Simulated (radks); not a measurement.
Question: Species: Ru34+. Configuration: [Ne]. All-electron calculation, Dirac Kohn-Sham, PBE, spin-unpolarised, spherical densities, finite nucleus; Fermi nuclear charge, rms radius 4.4809 fm. Program: a radial shooting solver on a logarithmic mesh with Libxc functionals. Some entries of the table are withheld. Estimate them.

orbital  occ.  eigenvalue (hartree)  <r^2> (bohr^2)  <r> (bohr)
1s1/2       2             -878.8867        0.001507         (1)
2s1/2       2             -184.3511             (2)      0.1424
2p1/2       2             -176.5626             (3)         (4)
2p3/2       4             -171.5349             (5)         (6)

Answer: 
(1) 1s1/2 <r> (bohr): 0.03341
(2) 2s1/2 <r^2> (bohr^2): 0.02387
(3) 2p1/2 <r^2> (bohr^2): 0.01782
(4) 2p1/2 <r> (bohr): 0.1208
(5) 2p3/2 <r^2> (bohr^2): 0.01904
(6) 2p3/2 <r> (bohr): 0.1253
